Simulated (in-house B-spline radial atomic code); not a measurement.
How numerical settings move a run on As II (As+), [Ar] 3d10 4s2 4p2. Computed with a B-spline radial code for spherical atoms: Dirac-Kohn-Sham PBE, spherical fractional occupations, Fermi nucleus of rms radius 4.0968 fm.

Command:
```bash
python run_scf.py task.json out
```
Settings of the sound reference run:
```
Z                33
electrons        32
configuration    [Ar] 3d10 4s2 4p2
hamiltonian      dirac
method           pbe,pbe
spin_polarised   False
nucleus          fermi
rms_radius       4.0968
mass_number      75
atomic_mass      74.92159
speed_of_light   137.036
knot_spacing     0.22
spline_order     8
gauss_points     12
box_radius       35.29
max_iterations   70
damping          0.5
damped_steps     3
diis_vectors     10
tolerance        1e-08
start            Thomas-Fermi
```

Cost of the run: 1.7 s on 1 thread of Arm Neoverse N1, on a shared host.

It converges in 9 iterations to -2260.576650 hartree, with 4p3/2 at -13.2299 eV. The other runs change the listed settings, some to values that make no sense; their results aren't properties of the atom or ion. Radii are in bohr (the nuclear one in fm), a minus after a letter asks for a j subshell, and «unchanged» means within 1e-8 hartree. The run stops when the residual is below 10 × tolerance × max(1, Z/10), or a noise floor if that is larger, and the energy moves by less than 1e-8 × √|E| hartree; so very loose and very tight tolerances often act alike.

| changed settings | outcome |
| --- | --- |
| first_knot = 3.03e-05 | converged in 9 iterations, energy -4.44e-08 hartree from the reference |
| box_radius = 3.53 | converged in 9 iterations, energy +3.87e-01 hartree from the reference, 4p3/2 level +6.7e+00 eV (the program warns: 4p3/2 reaches the box edge; 3p1/2 reaches the box edge) |
| knot_spacing = 0.15, gauss_points = 8, max_iterations = 60 | converged in 9 iterations, energy -1.31e-06 hartree from the reference, 4p3/2 level -2.3e-06 eV |
| first_knot = 0.000303 | converged in 9 iterations, energy +1.84e-04 hartree from the reference, 4p3/2 level -3.0e-06 eV |
| electrons = 37, configuration = [Ar] 3d10 4s2 4p7, max_iterations = 60 | stopped with error: shell 4p holds at most 6 electrons |
| diis_vectors = 1 | not converged after 70 iterations, last residual 1.8e+00, last energy +5.43e+01 hartree from the reference |
| electrons = 33, configuration = [Ar] 3d10 4s2 4p2 2f1, max_iterations = 50 | stopped with error: there is no 2f shell |
| gauss_points = 8, first_knot = 0.00303, max_iterations = 75, tolerance = 0.001 | converged in 8 iterations, energy -2.65e-03 hartree from the reference, 4p3/2 level -2.2e-04 eV |
| first_knot = 0.00303 | converged in 9 iterations, energy -3.97e-03 hartree from the reference, 4p3/2 level +7.3e-05 eV |
| first_knot = 0.00909 | converged in 9 iterations, energy +1.80e-02 hartree from the reference, 4p3/2 level +6.3e-04 eV |
| gauss_points = 16, max_iterations = 5 | not converged after 5 iterations, last residual 5.0e-03, last energy +6.47e-04 hartree from the reference |
| first_knot = 0.0909 | converged in 9 iterations, energy +5.94e+00 hartree from the reference, 4p3/2 level +1.8e-01 eV |
| diis_vectors = 0 | converged in 17 iterations, energy unchanged, 4p3/2 level -8.6e-06 eV |
| box_radius = 2.12 | converged in 9 iterations, energy +5.31e+00 hartree from the reference, 4p3/2 level +5.3e+01 eV (the program warns: 4p3/2 has a positive eigenvalue: unbound, held by the box; 4s1/2 has a positive eigenvalue: unbound, held by the box) |
| box_radius = 7.06 | converged in 9 iterations, energy +1.13e-03 hartree from the reference, 4p3/2 level +6.0e-02 eV (the program warns: 4p3/2 reaches the box edge; 4s1/2 reaches the box edge) |
| spline_order = 4, box_radius = 2.12, max_iterations = 75, diis_vectors = 0, tolerance = 0.0001 | converged in 9 iterations, energy +5.49e+00 hartree from the reference, 4p3/2 level +5.5e+01 eV (the program warns: 4p3/2 has a positive eigenvalue: unbound, held by the box; 4s1/2 has a positive eigenvalue: unbound, held by the box) |

(1) What happens with box_radius = 1.41?

(2) What happens with box_radius = 141.16?

(3) What happens with diis_vectors = 2?

(4) What happens with box_radius = 5.29?

## Answers

(1) Converged in 8 iterations, energy +3.08e+01 hartree from the reference, 4p3/2 level +2.2e+02 eV (the program warns: 4p3/2 has a positive eigenvalue: unbound, held by the box; 3d3/2 has a positive eigenvalue: unbound, held by the box).

(2) Converged in 9 iterations, energy unchanged.

(3) Converged in 13 iterations, energy unchanged, 4p3/2 level -3.7e-06 eV.

(4) Converged in 9 iterations, energy +2.09e-02 hartree from the reference, 4p3/2 level +6.7e-01 eV (the program warns: 4p3/2 reaches the box edge; 3d3/2 reaches the box edge).
